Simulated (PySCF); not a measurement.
Electronic absorption of C4H9F3Si

C4H9F3Si.
InChI=1S/C4H9F3Si/c1-2-8-3-4(5,6)7/h2-3,8H2,1H3

Computed, not measured: TDDFT CAM-B3LYP/def2-SVPD, vertical, gas phase, core orbitals frozen in the response (PySCF 2.14.0, density-fitted response routines). The structure is a single GFN2-xTB conformer in the gas phase; no vibrational or solvent corrections. Torsions of this conformer, `[CH3:1][CH2:2][SiH2:3][CH2:4][C:5]([F:6])([F:7])[F:8]`: C1–C2–Si3–C4 176°, C2–Si3–C4–C5 72°, Si3–C4–C5–F6 58°.

```tsv
state	λ (nm)	E (eV)	f	main configurations (H = HOMO, L = LUMO)
S1	152.8	8.11	0.0093	H→L (60%), H→L+1 (34%)
S2	148.6	8.34	0.0066	H→L+1 (46%), H→L (27%), H→L+3 (15%)
S3	138.0	8.98	0.0010	H-2→L+1 (46%), H-2→L (22%)
S4	137.5	9.01	0.046	H-1→L+1 (54%), H→L+3 (14%)
S5	136.0	9.12	0.054	H-1→L (49%), H→L+2 (13%), H-2→L+1 (10%)
S6	135.4	9.15	0.144	H→L+2 (66%)
S7	134.9	9.19	0.020	H-2→L (44%), H-1→L (14%), H-2→L+1 (8%)
S8	133.4	9.29	0.035	H→L+3 (28%), H-1→L+1 (11%), H→L+4 (11%)
```

Triplets, Tamm–Dancoff:

```
state  E (eV)  λ (nm)  main configurations (H = HOMO, L = LUMO)
   T1    7.72   160.7                    H→L+1 (51%), H→L (34%)
   T2    8.11   152.9       H→L (41%), H→L+1 (26%), H→L+3 (17%)
   T3    8.48   146.2              H-1→L+1 (44%), H-2→L+1 (16%)
```

The lowest singlet comes at 153 nm (783 kJ/mol) in the vacuum ultraviolet; it is weak; its leading configuration is HOMO→LUMO (60%). The most intense listed level is S6 at 9.15 eV (135 nm, f = 0.144), 1.04 eV above S1. Löwdin shares by element: HOMO carbon 47% or more, silicon 21%, hydrogen 8% or more (atoms not listed hold the other 25%); LUMO silicon 26%, carbon 21% or more, hydrogen 7% or more (atoms not listed hold the other 46%). Orbital energies (eV): HOMO-3 -11.65, HOMO-2 -11.05, HOMO-1 -10.91, HOMO -10.08, LUMO 1.14, LUMO+1 1.24, LUMO+2 1.75. The listed states span 1.18 eV, and the widest gap between neighbours is 0.64 eV (S2 to S3). Weighted by f, the mean energy of these states is 9.10 eV. No computed singlet lies in the visible range (380 to 750 nm); the lowest, at 153 nm, stands 4.85 eV above its violet end (3.26 eV). The window holds the lowest 8 singlets.

Without π bonds the low states are Rydberg-like; a valence basis with one diffuse set may place them up to an eV too high.
